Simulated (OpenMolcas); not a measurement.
Ru3+: moving or changing the point charges

Ru3+ among 6 point charges of -1.7 e arranged as an octahedron (Oh), 1.94 Å from the ion.

```json
{
  "Program": "OpenMolcas",
  "Method": "CASSCF",
  "Basis": "ANO-RCC-VTZP [7s6p4d2f1g]",
  "Scalar Hamiltonian": "DKH2, point nucleus",
  "Active space": "5 electrons in 5 orbitals (4d)",
  "State averaging": "2S+1 = 6 even, 1 root; 2S+1 = 4 even, 24 roots; 2S+1 = 2 even, 75 roots",
  "Spin-orbit coupling": "RASSI with atomic mean-field integrals over the reference wave functions"
}
```

Runs around this geometry, states (labels of O, the rotations of Oh). Energies in cm-1 above the lowest state or level, χT in cm3 K/mol; 10Dq and B are least-squares fits to the states below 45000 cm-1, weighted by degeneracy, with a free offset, and given where the rms deviation is under 5 % of |10Dq| (or 100 cm-1) and under 700 cm-1.

```
R (Å)  q (e)  Ground state  10Dq  B (rms of fit)  First gap with spin-orbit (degeneracies)  χT at 300 K  First state of another spin
 1.94  -0.85           6A1  4734        911 (90)                                0.1 (2, 4)        4.374                    4T1 24990
 1.94   -1.7           6A1  9379       904 (205)                                0.4 (2, 4)        4.371                    4T1 20529
  2.1   -1.7           6A1  6446       905 (136)                                0.2 (2, 4)        4.373                    4T1 23466
```

Taking |10Dq| as R^-n, n = -ln(6446 / 9379) / ln(2.1 / 1.94) = 4.7 between the shortest and longest distance. The point-charge formula for a cubic d site gives n = 5.

Scaling the charges by -0.85 / -1.7 = 0.50 scales |10Dq| by 4734 / 9379 = 0.50; with fixed orbitals a first-order splitting would follow the charge.

Without dynamic correlation the repulsion within the d shell is too large (B by tens of per cent), so at a given field states of lower spin stand too high. Point charges give a weaker field than real ligands, and real ions of this kind are as a rule low spin; the high spin found here belongs to the model. This field is weak: 10Dq is about 4734 cm-1, while octahedral complexes of 4d ions of charge 3 and more, computed by the same method with explicit ligands, had a median near 25000 cm-1. Ground spin and moment need not be those of a real site (figures for R = 1.94, q = -0.85; the like holds for R = 1.94, q = -1.7, R = 2.1, q = -1.7). Point charges carry no covalency, so the field is a model and not that of real ligands. No measured value stands beside these numbers.
